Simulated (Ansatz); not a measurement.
# Redistribution: SiH3(CH3) + SiH2(SiH3)Br → SiH3(SiH3) + SiH2(CH3)Br

Species: SiH3(CH3) (methylsilane), singlet; SiH2(SiH3)Br, singlet; SiH3(SiH3) (disilane), singlet; SiH2(CH3)Br, singlet. The partners trade CH3 for SiH3; both sit on Si, so the bond types are kept.

Shapes, held fixed at every level: PBE0-D4/def2-TZVP. Programs: Ansatz 0.2.0. The zero-point and thermal change to 298 K, harmonic and unscaled (PBE0-D4/def2-TZVP), is -0.4 kJ/mol.

```
              level                    kind  ΔH(298 K) (kJ/mol)  less CCSD(T)/def2-TZVPP
        HF/def2-SVP            Hartree–Fock                -9.5                     +0.5
      HF/def2-TZVPP            Hartree–Fock                -9.2                     +0.8
   SPW92/def2-TZVPP                     LDA               -11.2                     -1.2
BHLYP-D4/def2-TZVPP           global hybrid                -8.6                     +1.4
 wB97X-V/def2-TZVPP  range-separated hybrid                -9.8                     +0.2
   CCSD(T)/def2-SVP   coupled cluster or CI                -9.4                     +0.6
      CCSD/def2-SVP   coupled cluster or CI                -9.6                     +0.4
 CCSD(T)/def2-TZVPP   coupled cluster or CI               -10.0                      0.0
```

The highest level, CCSD(T)/def2-TZVPP, gives ΔH(298 K) = -10.0 kJ/mol; the levels span -11.2 to -8.6. The column of differences is taken from that level and isn't an error. No measured value is set beside it here. Relativity is left out for Br. Outer-core shells of Br are correlated, in sets that cover them unevenly.
